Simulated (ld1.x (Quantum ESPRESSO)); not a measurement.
# Which change was made? (Cd, TM)

cadmium (Cd), norm-conserving Troullier–Martins (Kleinman–Bylander form), made with ld1.x (Quantum ESPRESSO) 7.5 (PW91, scalar-relativistic). Core [Kr], reference 4d10 5s1.5 5p0 (charge +0.5). Waves: 5s (bound): rc 2.35 bohr; 5p (bound, empty): rc 2.65 bohr; 4d (bound): rc 1.90 bohr. Local part: all-electron potential smoothed inside 1.50 bohr (lloc = -1). Core correction: Bessel-smoothed model core, default radius (core density twice the valence density).

Cutoffs, loose and tight: the cutoffs (Ry, on a coarse ladder) from which the occupation-weighted sum of valence levels, in a spherical-Bessel basis at the reference potential, stays within 10 and 1 mRy of its value at 400 Ry. They do not see the model core or the augmentation charge, which bear on the density cutoff. Test errors are all-electron minus pseudo excitation energies from the reference, over the configurations 4d10 5s2 5p0; 4d10 5s1 5p0; 4d10 5s0 5p0; 4d9 5s0 5p0; 4d10 5s0 5p2; 4d9 5s2 5p0; 4d10 5s1 5p1; variants that change the core or the reference have their own tests. The largest error is taken over the tests solved by every variant that gives reliable tests at all, those not shown here included: 4d10 5s0 5p0; 4d10 5s1 5p0; 4d10 5s1 5p1; 4d10 5s2 5p0; 4d9 5s0 5p0; 4d9 5s2 5p0.

The base gives: outcome: generated; cutoff, loose: 60 Ry; cutoff, tight: 90 Ry; bound ghosts: s, p; largest test error (meV): -95.

On the changes marked as counting shells twice: ld1.x takes every shell without a wave as core, so the model core holds the marked electrons as well and exchange and correlation see them twice. This cancels in the reference configuration, but the file is broken for other ones, and its errors say nothing about a proper core correction.

**Question.** After one change the result is: outcome: generated; cutoff, loose: 50 Ry; cutoff, tight: 90 Ry; bound ghosts: s; largest test error (meV): -177. Which change was it?
A. all radii but the core radius scaled by about 1.18 (s 2.78, p 3.12, d 2.24 bohr); local potential all-electron potential smoothed inside 1.78 bohr (lloc = -1)
B. local potential the s channel
C. core [Ar] 3d10, valence charge 20; reference 4s2 4p6 4d10 5s0.5 5p0; waves now 4p (bound): rc 1.25 bohr; 4d (bound): rc 1.30 bohr; 4s (bound): rc 0.90 bohr; local potential the s channel; core correction a·sin(br)/r model core inside 0.55 bohr (5s counted twice)

**Answer.** A. The others give: local potential the s channel → outcome: generated; cutoff, loose: 60 Ry; cutoff, tight: 100 Ry; bound ghosts: none; largest test error (meV): -234 | core [Ar] 3d10, valence charge 20; reference 4s2 4p6 4d10 5s0.5 5p0; waves now 4p (bound): rc 1.25 bohr; 4d (bound): rc 1.30 bohr; 4s (bound): rc 0.90 bohr; local potential the s channel; core correction a·sin(br)/r model core inside 0.55 bohr (5s counted twice) → outcome: generated; cutoff, loose: 160 Ry; cutoff, tight: 300 Ry; bound ghosts: none; largest test error (meV): +204.
